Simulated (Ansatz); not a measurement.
`O=C=[N][SnH2][N]=C=O`. Charge 0, multiplicity 1. Correlated methods include outer-core shells of Sn, which these sets cover unevenly. Sn takes the def2 core potential.

```json
{"atom": "O1", "x (Å)": "0.607", "y (Å)": "0.913", "z (Å)": "3.042"}
{"atom": "C2", "x (Å)": "0.309", "y (Å)": "1.194", "z (Å)": "1.951"}
{"atom": "N3", "x (Å)": "0.009", "y (Å)": "1.555", "z (Å)": "0.844"}
{"atom": "Sn4", "x (Å)": "-0.469", "y (Å)": "0.702", "z (Å)": "-0.911"}
{"atom": "N5", "x (Å)": "-0.477", "y (Å)": "-1.281", "z (Å)": "-0.581"}
{"atom": "C6", "x (Å)": "0.308", "y (Å)": "-2.193", "z (Å)": "-0.552"}
{"atom": "O7", "x (Å)": "1.012", "y (Å)": "-3.120", "z (Å)": "-0.511"}
{"atom": "H8", "x (Å)": "-2.060", "y (Å)": "1.137", "z (Å)": "-1.272"}
{"atom": "H9", "x (Å)": "0.760", "y (Å)": "1.093", "z (Å)": "-2.010"}
```

Give the diagnostics of a CCSD(T)/def2-TZVPP run (frozen core, Ansatz 0.2.0). (Best estimate.)

Ansatz gave: T1 = 0.0167, largest single amplitude 0.026, largest double 0.032, (T) share of the correlation energy 4.5 %, 9 CCSD cycles. The RHF solution is stable towards an unrestricted one. T1 lies under the customary mark of 0.02 for closed shells.
